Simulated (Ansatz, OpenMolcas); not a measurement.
CH3In: a line through the functionals

CH3In: 5 atoms, total charge 0, spin state singlet. SMILES: `C[In]`. The shape is that of a PBE0-D4/def2-TZVP optimisation.

The HOMO–LUMO gap y, in eV, basis def2-SVPD with a core potential; a is the functional's share of exact exchange. Programs: Ansatz 0.2.0, OpenMolcas 26.06.

| functional | program | a | y (eV) |
| --- | --- | --- | --- |
| TPSS | OpenMolcas | 0 | 2.53 |
| PBE | Ansatz | 0 | 2.38 |
| B3LYP | Ansatz | 0.2 | ? |
| r2SCAN0 | Ansatz | 0.25 | 4.24 |
| PBE0 | Ansatz | 0.25 | 3.98 |
| BHLYP | Ansatz | 0.5 | 5.42 |

Q: Fit y = c + s·a to the known rows and predict B3LYP.

A: 
1. Means of the 5 rows: a = 0.2000, y = 3.710.
2. Σ(Δa)² = 0.175, Σ(Δa·Δy) = 1.055, so the slope is 1.055/0.175 = 6.0286.
3. Intercept: 3.710 − (6.0286) × 0.2000 = 2.504. The largest residual of the fit is 0.23.
4. B3LYP: 2.504 + (6.0286) × 0.2 = 3.71 eV.

The run gave 3.58 eV, so the prediction is off by +0.13 eV, within the largest residual. Exact exchange lowers occupied levels and raises empty ones. The rows mix families of semi-local functionals, which the line can't see.
